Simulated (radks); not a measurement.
I-, 54 electrons, occupied as [Xe].

Calculated with a radial shooting solver on a logarithmic mesh with Libxc functionals: scalar-relativistic Kohn-Sham, r2SCAN, spin-unpolarised, spherical densities, finite nucleus; meta-GGA in the generalised Kohn-Sham scheme; Fermi nuclear charge, rms radius 4.75 fm; Watson sphere of charge +1 and radius 2.6 bohr.

Energy parts (hartree; the electron-nucleus part includes the sphere):
total: -7137.77834
kinetic: 7471.34824
electron-nucleus: -17262.97206
Hartree: 2835.86088
exchange-correlation: -182.01540

Orbitals (lengths in bohr, moments of r in powers of bohr; <r^-3> diverges for s and p1/2):
orbital,occ.,eigenvalue (hartree),<r^-3>,<1/r>
1s,2,-1214.212,-,56.83
2s,2,-188.1913,-,13.04
2p,6,-168.7901,5773,12.46
3s,2,-38.20074,-,4.683
3p,6,-31.87234,1108,4.445
3d,10,-22.40976,151.9,4.199
4s,2,-6.76726,-,1.878
4p,6,-4.77476,212.9,1.721
4d,10,-1.86062,22.14,1.437
5s,2,-0.66946,-,0.6462
5p,6,-0.28889,18.49,0.5163

The highest occupied level is 5p at -7.861 eV. Summed over all electrons, <r^2> = 69.07 bohr^2, which gives a Langevin (diamagnetic) susceptibility term of -54.7 x 10^-6 cm^3/mol. The electron density at the nucleus is 2.569e+05 e/bohr^3 (large components only). The density falls to 0.001 e/bohr^3 at r = 4.60 bohr.
